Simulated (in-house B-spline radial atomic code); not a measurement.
The numbers below are computed, except where a source is named.
# Making a Troullier-Martins s channel for S, r_c = 1.42 bohr

S, [Ne] 3s2 3p4, non-relativistic LDA (VWN5), spherical and spin-unpolarised, from an all-electron radial atomic-structure program (B-spline basis) (atomic units). The all-electron 3s level is ε = -0.630912 hartree, its outermost node lies just inside 0.62 bohr and its outer maximum at 1.42 bohr.

Inside r_c the pseudo-orbital is u(r) = r^1 exp(p(r)), with p = c0 + c2 r² + c4 r⁴ + … + c12 r¹². The seven coefficients follow from p and its first four derivatives at r_c, from zero curvature of the screened potential at the origin, c4 = −c2²/(2l + 5), and from the norm inside r_c. At r_c the all-electron orbital has P = 0.8390019, P' = -0.01511041, the screened potential V = -1.560386, V' = 2.359995, V'' = -4.59751, and the norm inside is Q = 0.3695177.

Question: What are p, p' and p'' at r_c?

Answer: p = ln(P/r_c^1) = ln(0.8390019/1.42) = -0.52620. p' = P'/P − 1/r_c = -0.01801 − 0.70423 = -0.72224. The radial equation gives p'' = 2(V − ε) − 2(1) p'/r_c − p'² = -1.85895 − (-1.01723) − 0.52162 = -1.36334. Differentiating, p''' = 2V' + 2(1)p'/r_c² − 2(1)p''/r_c − 2p'p'' = 3.9545, and p'''' = 2V'' − 4(1)p'/r_c³ + 4(1)p''/r_c² − 2(1)p'''/r_c − 2p''² − 2p'p''' = -14.466.

For a trial c2 the five matching conditions are linear in c0, c6, c8, c10 and c12, and c2 is varied until the norm inside r_c equals Q. The root nearest zero gives:

```
 n         c_n
 0    -1.06507
 2    1.146497
 4   -0.262891
 6  -0.5052791
 8   0.3722853
10  -0.1025597
12  0.01045585
```

Question: Check c4 and p(r_c), and find the screened pseudopotential at the origin.

Answer: −c2²/5 = -0.262891, as listed. The terms c_n r_c^n are -1.06507, 2.31180, -1.06888, -4.14249, 6.15436, -3.41869, 0.70278, which sum to -0.52620. Inverting the radial equation, V_l(r) = ε + 1 p'/r + (p'' + p'²)/2, so V_l(0) = ε + (2l + 3) c2 = -0.630912 + 3 × (1.1465) = 2.8086 hartree, finite where the all-electron potential diverges.

Orbitals and screened potentials:

```tsv
r (bohr)	P	u	V all-electron	V pseudo
0.142	-0.04599	0.05009	-76.61	2.803
0.355	-0.4047	0.1407	-19.89	2.617
0.568	-0.07636	0.2721	-9.014	1.729
0.781	0.3487	0.4575	-5.071	-0.06526
0.994	0.6482	0.6608	-3.205	-1.781
1.207	0.8	0.8001	-2.189	-2.11
1.42	0.839	0.839	-1.56	-1.56
```

Logarithmic derivatives P'/P at R = 1.72 bohr, for energies E around ε:

| E − ε (hartree) | all-electron | pseudo |
| --- | --- | --- |
| -0.5 | 0.336513 | 0.334 |
| -0.25 | -0.00262484 | -0.0034866 |
| -0.1 | -0.241524 | -0.241694 |
| 0 | -0.419927 | -0.419928 |
| 0.1 | -0.617043 | -0.617273 |
| 0.25 | -0.956472 | -0.958323 |
| 0.5 | -1.68922 | -1.70118 |

Question: With P(R) = 0.7804301 and a norm of 0.5700882 inside R, what slope in energy does norm conservation fix?

Answer: d(P'/P)/dE = −2 × (norm inside R)/P(R)² = -1.8720 per hartree·bohr at E = ε, for both atoms, since orbital and norm agree at R. Differences over ±0.1 hartree give -1.8776 (all-electron) and -1.8779 (pseudo), which also hold third-order terms. Half a hartree below ε the two curves differ by -0.0025.
